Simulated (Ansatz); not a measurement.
Reactions of `C[CH2][Al]([CH3])[F]`.

Gas-phase electronic energies from Ansatz, PBE0-D4/def2-TZVP geometries. CCSD(T)/CBS is the MP2 limit (def2-TZVPP, def2-QZVPP) plus CCSD(T) − MP2 in def2-TZVPP, frozen cores. This one scheme is used for every species. DFT in def2-TZVPP. Open shells (•) are unrestricted, without spin–orbit coupling. Each species was taken in one conformer, which may not be the lowest.

| reaction | CCSD(T)/CBS(def2) (kJ/mol) |
| --- | --- |
| `C[CH2][Al]([CH3])[F]` + `OC(F)(F)N[SiH3]` → `[CH3][Al]([F])[NH][SiH3]` + `CCC(O)(F)F` | -136 |
| `C[CH2][Al]([CH3])[F]` → `[CH2][Al]([CH3])[F]`• + `[CH3]`• | ? |
| `C[CH2][Al]([CH3])[F]` + H₂S → `[CH3][Al]([F])[SH]` + ethane | -131 |
| `C[CH2][Al]([CH3])[F]` + H₂O → `C[CH2][Al]([CH3])[OH]` + H–F | 54 |

**Question.** Fill in the missing values. (Estimate.)

**Answer.** Computed: `C[CH2][Al]([CH3])[F]` → `[CH2][Al]([CH3])[F]`• + `[CH3]`•: +367.6 kJ/mol.

Largest T1 diagnostic: 0.011, for `OC(F)(F)N[SiH3]`.
